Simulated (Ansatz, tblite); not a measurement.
Species of one formula, ZnN4Cl2H12 (singlet), each relaxed with PBE0-D4/def2-SVP in Ansatz.

The xTB rows come from tblite. LC-ωPBE has ω = 0.4 bohr⁻¹. Correlated methods freeze 23 core orbitals.

Other spin states weren't relaxed.

A: trans-ZnCl2(NH3)4 (ZnN₄Cl₂H₁₂)

```csv
atom,x (Å),y (Å),z (Å)
Cl1,-0.761,1.166,1.959
Cl2,0.753,-1.161,-1.967
N3,-0.157,1.741,-1.357
N4,0.155,-1.737,1.371
N5,-2.145,-0.445,-0.307
N6,2.152,0.438,0.297
Zn7,0.002,-0.002,0.001
H8,-1.084,2.146,-1.475
H9,0.118,1.255,-2.214
H10,0.481,2.516,-1.190
H11,1.083,-2.129,1.519
H12,-0.470,-2.521,1.196
H13,-0.147,-1.243,2.215
H14,-2.575,-0.059,-1.145
H15,-2.496,0.050,0.517
H16,-2.423,-1.424,-0.260
H17,2.601,0.023,1.110
H18,2.427,1.417,0.277
H19,2.486,-0.032,-0.549
```

B: cis-ZnCl2(NH3)4 (ZnN4Cl2H12)

```xyz
19

Cl   -0.5519   -2.4888   -0.8144
Cl    0.2476   -0.5986    2.5966
N     0.4276    1.8115    0.7781
N    -0.2214    0.2805   -1.9859
N    -2.1460   -0.2174    0.6239
N     2.0303   -0.9580    0.0546
Zn   -0.0268   -0.2724    0.1568
H     0.5037    1.4971    1.7565
H    -0.2943    2.5275    0.7229
H     1.3098    2.2413    0.5065
H    -0.4252   -0.7030   -2.2162
H     0.5996    0.5734   -2.5123
H    -1.0050    0.8539   -2.2925
H    -2.0605   -0.3424    1.6364
H    -2.3926   -1.1263    0.2223
H    -2.8823    0.4563    0.4233
H     2.8716   -0.5646   -0.3620
H     1.8417   -1.8776   -0.3539
H     2.1741   -1.0923    1.0593
```

**Question.** Estimate which lies lowest at each level, and how far above it the others are (kcal/mol).

**Answer.** 
```csv
level,A,B
GFN1-xTB,0.0,6.0
GFN2-xTB,0.0,0.2
HF/def2-TZVP,0.0,6.2
PBE-D4/def2-SVP,1.6,0.0
PBE-D4/def2-TZVP,0.0,1.3
r2SCAN-D4/def2-TZVP,0.0,2.5
PBE0-D4/def2-SVP,0.5,0.0
PBE0-D4/def2-TZVP,0.0,2.2
LC-ωPBE/def2-TZVP,0.0,3.0
ωB97M-V/def2-TZVP,0.0,2.9
B2PLYP/def2-TZVP,0.0,2.8
RPA@PBE/def2-TZVP,0.0,3.8
MP2/def2-TZVP,0.0,3.1
```
Point groups (tolerance 0.1 Å): A not assigned, B C2v. A and B have the same bonds, so they are conformers or stereoisomers. From def2-SVP to def2-TZVP the PBE0 values move by up to 2.2 kcal/mol, so results in the small set are rough.
